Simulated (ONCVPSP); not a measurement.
## Before and after: ONCV potential for strontium

ONCVPSP 4.0.1 input, shortened (lines: element, Z, core and valence counts, functional; n l f; lmax; l rc ep ncon nbas qcut; lloc lpopt rc5 dvloc0; l nproj debl; icmod fcfact rcfact), PBE, fully relativistic:

```
  Sr 38.00    6    3        4      upf
    1    0    2.00
    2    0    2.00
    2    1    6.00
    3    0    2.00
    3    1    6.00
    3    2   10.00
    4    0    2.00
    4    1    6.00
    5    0    2.00
    2
    0    2.35    0.00    4    8    4.80
    1    1.55    0.00    4    8    4.60
    2    2.55    0.43    4    9    4.20
    4    1    1.40    1.00
    0    3    1.80
    1    1    2.60
    2    3    2.60
    3    2.50    1.30
```

Open shells are filled in proportion to 2j + 1.

In the d channel the program set the typed energies aside and used 0.050, 2.650, 5.250 Ha (j = l + 1/2; the other j can differ).

Change: s: qcut 5.3; p: qcut 5; d: qcut 4.6.

Cutoffs: the cutoffs (Ha) at which the residual kinetic energy of the hardest occupied pseudo-wave falls to 1 and 0.1 mHa per electron; they do not see the model core or the augmentation charge, which bear on the density cutoff. Errors are all-electron minus pseudo energies relative to the spin-unpolarised reference configuration.

Q: What does the change do?

A: The potential gets softer (37 Ha and 81 Ha → 25 Ha and 79 Ha); of the 4 tests that both files solve, the error grows in 0 and shrinks in 1 by more than 15 % and 0.3 meV (median size 0.2 → 0.3 meV); neither file shows a bound ghost.

```tsv
quantity	base	changed
cutoff, loose	37 Ha	25 Ha
cutoff, tight	81 Ha	79 Ha
loose cutoff by channel	s 7.0 Ha, p 37 Ha	s 8.4 Ha, p 25 Ha
bound ghosts	none	none
GHOST(+) flags under 300 eV	s at 208.2 eV	none
error for 4s2 4p6 5s1, meV [ΔE 5.89 eV]	-0.3	-0.2
error for 4s2 4p6 5s0, meV [ΔE 16.89 eV]	-2.6	-2.2
error for 4s2 4p6 5s1.5, meV [ΔE 2.34 eV]	0.0	0.0
error for 4s2 4p6 4d0.5 5s1.5, meV [ΔE 1.15 eV]	-0.1	-0.3
s: phases at 2.39 bohr within 0.05 rad from the reference energy up to (Ha; the scan ends near 5)	to the end of the scan	to the end of the scan
p3/2: phases at 1.57 bohr within 0.05 rad from the reference energy up to (Ha; the scan ends near 5)	2.2	2.3
p1/2: phases at 1.57 bohr within 0.05 rad from the reference energy up to (Ha; the scan ends near 5)	2.2	2.3
d5/2: phases at 2.59 bohr within 0.05 rad from the reference energy up to (Ha; the scan ends near 5)	to the end of the scan	to the end of the scan
d3/2: phases at 2.59 bohr within 0.05 rad from the reference energy up to (Ha; the scan ends near 5)	to the end of the scan	to the end of the scan
rms error of d²Exc/dni dnj with the model core, mHa	4.24	4.25
```
